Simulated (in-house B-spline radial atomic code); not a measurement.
A fraction x of an electron is removed from 3d in Cr⁺, starting from [Ar] 3d5 and keeping the highest spin. Method: non-relativistic M06-2X, spin-polarised, spherical fractional occupations, point nucleus. Calculated with an all-electron radial atomic-structure program (B-spline basis).

Caution: exact exchange at fractional occupations of open shells leaves self-interaction of up to several eV.

| x | E(x) - E(0) (eV) | 3d up level (eV) |
| --- | --- | --- |
| 0 | 0.0000 | -14.544 |
| 0.11 | 1.6680 | -15.789 |
| 0.24 | 3.8185 | -17.304 |
| 0.3 | 4.8781 | -18.017 |
| 0.49 | 8.5204 | -20.337 |
| 0.5 | 8.7244 | -20.462 |
| 0.58 | 10.4014 | -21.467 |
| 0.73 | 13.7651 | -23.392 |
| 0.78 | 14.9510 | -24.045 |
| 0.99 | 20.2937 | -26.854 |
| 1 | 20.5629 | -26.990 |

The exact functional would give a straight line between the two integer points. Deviations E(x) - E(0) - x[E(1) - E(0)], in eV: -0.594 at x = 0.11, -1.117 at x = 0.24, -1.291 at x = 0.3, -1.555 at x = 0.49, -1.557 at x = 0.5, -1.525 at x = 0.58, -1.246 at x = 0.73, -1.088 at x = 0.78, -0.064 at x = 0.99.

The curve lies below the straight line by up to 1.557 eV (at x = 0.5): convex, the delocalisation error, to which spherically averaged exact exchange adds.

Question: How well does Slater's transition state (minus the level at half occupation) give the ionisation energy?

Answer: It gives 20.462 eV against 20.563 eV from the two total energies; NIST lists 16.49 eV, ground level to ground level. The end point has an open shell averaged over its orbitals, so its exact exchange keeps a self-interaction and this is no true integer point.
